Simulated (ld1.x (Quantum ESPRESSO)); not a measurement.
**Before and after: TM semilocal potential for platinum (Pt)**

ld1.x (Quantum ESPRESSO) 7.5 input, shortened:

```
&input
   title='Pt', zed=78., rel=1, dft='PBE', iswitch=3,
   config='[Xe] 4f14 5d9 6s0.75 6p0.25'
 /
 &inputp
   pseudotype=1, tm=.true., lloc=1,
   nlcc=.false.
 /
3
6S  1  0   0.75   0.00  2.15  2.15  0.0
5D  3  2   9.00   0.00  1.50  1.50  0.0
6P  2  1   0.25   0.00  2.95  2.95  0.0
 &test
   configts(1)='5d9 6s0.75 6p0.25'
 /
```

All-electron outer shells of the reference configuration (PBE, scalar-relativistic, ld1.x):

| shell | level (eV) | outermost node (bohr) | outermost maximum (bohr) |
| --- | --- | --- | --- |
| 4f | -70.64 | – | 0.38 |
| 5p | -56.59 | 0.53 | 0.98 |
| 5d | -6.69 | 0.57 | 1.26 |
| 6s | -6.08 | 1.14 | 2.38 |
| 6p | -1.16 | 1.36 | 3.64 |

Change: wave 5d (bound): rc 1.50 bohr becomes 5d (bound): rc 1.80 bohr.

Cutoffs: the cutoffs (Ry, on a coarse ladder) from which the occupation-weighted sum of valence levels, in a spherical-Bessel basis at the reference potential, stays within 10 and 1 mRy of its value at 400 Ry; they do not see the model core or the augmentation charge, which bear on the density cutoff. Errors are all-electron minus pseudo energies relative to the spin-unpolarised reference configuration.

Question: Predict the effect on cutoff, ghosts and configuration errors.

Answer: The potential gets softer (40 Ry and 70 Ry → 40 Ry and 50 Ry); the errors of the 7 common tests hardly move; neither file shows a bound ghost. A larger radius leaves more room for a smooth pseudo-wave, so fewer plane waves are needed. A semilocal file is local in each channel, so a ghost entry of none says nothing of the separable form that plane-wave codes build from it.

```tsv
quantity	base	changed
cutoff, loose	40 Ry	40 Ry
cutoff, tight	70 Ry	50 Ry
bound ghosts	none	none
error for 5d9 6s1 6p0, meV [ΔE -1.21 eV]	+0.6	+0.6
error for 5d9 6s0 6p0, meV [ΔE 7.98 eV]	+0.1	0.0
error for 5d8 6s0 6p0, meV [ΔE 27.95 eV]	+26	+27
error for 5d10 6s0 6p0, meV [ΔE -1.23 eV]	-26	-25
error for 5d9 6s0.5 6p0, meV [ΔE 2.48 eV]	-0.9	-0.9
error for 5d9 6s0 6p1, meV [ΔE 3.84 eV]	0.0	-0.1
error for 5d8 6s2 6p0, meV [ΔE -0.21 eV]	-30	-30
s: phases at 3.20 bohr within 0.05 rad from the reference energy up to (Ry; the scan ends near 5)	1.8	1.8
p: phases at 3.20 bohr within 0.05 rad from the reference energy up to (Ry; the scan ends near 5)	2.4	2.4
d: phases at 3.20 bohr within 0.05 rad from the reference energy up to (Ry; the scan ends near 5)	to the end of the scan	to the end of the scan
```
